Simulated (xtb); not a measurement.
F2Hf, SMILES [F][Hf][F], multiplicity 1. All values are semi-empirical tight-binding results from xtb (GFN2-xTB unless named), good for trends rather than for accurate numbers. Geometry optimised at GFN2-xTB. The spin state was assumed, not searched.

Optimised geometry:

```xyz
3

Hf     0.0000     0.0000    -0.3147
F      0.0000     1.5973     1.2588
F      0.0000    -1.5973     1.2588
```

For metal compounds this method's bond lengths and energies can be far off.

Computed properties:
* **point group as xtb finds it**: C2v
* **orbital gap**: 3.20 eV
* **zero-point energy**: 1.1 kcal/mol
* **G − E(el) at 298.15 K (modified RRHO)**: -17.1 kcal/mol

**Question.** Give the atomic charges and the Wiberg bond orders between heavy atoms. (Estimate from the structure and the level; the computed values follow.)

**Answer.** charges (e) Hf1 0.99, F2 -0.50, F3 -0.50. Bond orders Hf1–F2 0.83, Hf1–F3 0.83.
